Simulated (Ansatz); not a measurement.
Molecule: C4H9O (charge +1, singlet). It need not be the lowest isomer of its formula. 
Coordinates optimised at B3LYP-D3(BJ)/def2-TZVP (Ansatz, a quantum-chemistry and plane-wave program):
```xyz
14

C     -2.3456    -0.2762    -0.0229
C     -0.9500     0.3231    -0.1730
C      0.1266    -0.6673     0.2581
C      1.5082    -0.2570     0.1783
O      1.8181     0.8980    -0.2397
H     -2.4642    -1.1692    -0.6390
H     -3.0988     0.4452    -0.3351
H     -2.5536    -0.5470     1.0138
H     -0.8609     1.2308     0.4275
H     -0.7724     0.6143    -1.2104
H     -0.0028    -1.0244     1.2976
H      0.0834    -1.6244    -0.2961
H      2.3123    -0.9333     0.4764
H      2.7769     1.0883    -0.2595
```
Charge +1, spin multiplicity 1.

Parts of the frozen-core correlation energy in STO-3G (Ansatz, hartree). Frozen orbitals: 5; correlated occupied orbitals by spin: 15 and 15; virtual: 14 and 14. No spin-orbit coupling. Non-relativistic.

```
term                            value
-------------------------  ----------
reference (HF)             -228.48279
MP2 opposite-spin                   …
MP2 same-spin                       …
CCSD correlation             -0.33242
(T)                                 …
T1 diagnostic                   0.016
largest doubles amplitude       0.091
```

Problem. Some entries are withheld; supply them.

Solution. 
- MP2 opposite-spin, value: -0.22375
- MP2 same-spin, value: -0.03666
- (T), value: -0.00594
